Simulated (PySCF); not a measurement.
**Molecular orbitals of CaCl**

PBE0 at R = 2.435 Å; PySCF, spin-free X2C with a Gaussian nucleus, basis sets Ca x2c-TZVPall, Cl x2c-TZVPall. State: ²Σ⁺ (doublet), unpaired electrons σ ↑. Only the outer orbitals are listed, counted within each symmetry.

```json
{"spin": "α", "orbital": "3π", "occ.": "1", "ε (eV)": "-30.41", "on Ca (%)": "100", "main shells (%)": "100 Ca p"}
{"spin": "α", "orbital": "3π", "occ.": "1", "ε (eV)": "-30.41", "on Ca (%)": "100", "main shells (%)": "100 Ca p"}
{"spin": "α", "orbital": "8σ", "occ.": "1", "ε (eV)": "-30.34", "on Ca (%)": "99", "main shells (%)": "99 Ca p"}
{"spin": "α", "orbital": "9σ", "occ.": "1", "ε (eV)": "-20.92", "on Ca (%)": "3", "main shells (%)": "97 Cl s"}
{"spin": "α", "orbital": "10σ", "occ.": "1", "ε (eV)": "-8.65", "on Ca (%)": "10", "main shells (%)": "90 Cl p"}
{"spin": "α", "orbital": "4π", "occ.": "1", "ε (eV)": "-8.03", "on Ca (%)": "6", "main shells (%)": "94 Cl p"}
{"spin": "α", "orbital": "4π", "occ.": "1", "ε (eV)": "-8.03", "on Ca (%)": "6", "main shells (%)": "94 Cl p"}
{"spin": "α", "orbital": "11σ", "occ.": "1", "ε (eV)": "-4.47", "on Ca (%)": "98", "main shells (%)": "81 Ca s, 15 Ca p"}
{"spin": "α", "orbital": "5π", "occ.": "0", "ε (eV)": "-1.32", "on Ca (%)": "100", "main shells (%)": "76 Ca p, 24 Ca d"}
{"spin": "α", "orbital": "5π", "occ.": "0", "ε (eV)": "-1.32", "on Ca (%)": "100", "main shells (%)": "76 Ca p, 24 Ca d"}
{"spin": "α", "orbital": "12σ", "occ.": "0", "ε (eV)": "-1.00", "on Ca (%)": "98", "main shells (%)": "52 Ca d, 44 Ca p"}
{"spin": "β", "orbital": "3π", "occ.": "1", "ε (eV)": "-30.32", "on Ca (%)": "100", "main shells (%)": "100 Ca p"}
{"spin": "β", "orbital": "3π", "occ.": "1", "ε (eV)": "-30.32", "on Ca (%)": "100", "main shells (%)": "100 Ca p"}
{"spin": "β", "orbital": "8σ", "occ.": "1", "ε (eV)": "-30.18", "on Ca (%)": "99", "main shells (%)": "99 Ca p"}
{"spin": "β", "orbital": "9σ", "occ.": "1", "ε (eV)": "-20.89", "on Ca (%)": "3", "main shells (%)": "97 Cl s"}
{"spin": "β", "orbital": "10σ", "occ.": "1", "ε (eV)": "-8.57", "on Ca (%)": "9", "main shells (%)": "90 Cl p"}
{"spin": "β", "orbital": "4π", "occ.": "1", "ε (eV)": "-8.03", "on Ca (%)": "5", "main shells (%)": "94 Cl p"}
{"spin": "β", "orbital": "4π", "occ.": "1", "ε (eV)": "-8.03", "on Ca (%)": "5", "main shells (%)": "94 Cl p"}
{"spin": "β", "orbital": "11σ", "occ.": "0", "ε (eV)": "-2.20", "on Ca (%)": "99", "main shells (%)": "88 Ca s"}
{"spin": "β", "orbital": "5π", "occ.": "0", "ε (eV)": "-0.29", "on Ca (%)": "100", "main shells (%)": "72 Ca p, 28 Ca d"}
{"spin": "β", "orbital": "5π", "occ.": "0", "ε (eV)": "-0.29", "on Ca (%)": "100", "main shells (%)": "72 Ca p, 28 Ca d"}
```

Q: Which are the highest filled and the lowest empty level, where do they sit, and how wide is the gap?

A: Highest filled α 11σ at -4.47 eV (in %: 81 Ca s, 15 Ca p); lowest empty β 11σ at -2.20 eV (in %: 88 Ca s); the gap at PBE0 is 2.27 eV.

| Quantity | Value |
| --- | --- |
| bond order (Mayer) | 0.79 |
| ⟨S²⟩ | 0.750 |
| charge on Ca (Mulliken, basis-dependent) | 0.58 |
| charge on Ca (Löwdin, basis-dependent) | 0.20 |
| dipole moment (positive dipole means Ca(−)Cl(+)) | -3.96 D |
| polarisability along the bond | 118.6 bohr³ |
| polarisability across the bond | 152.4 bohr³ |

The state is the lowest determinant that a PBE0 search found; another state may lie lower at other levels.
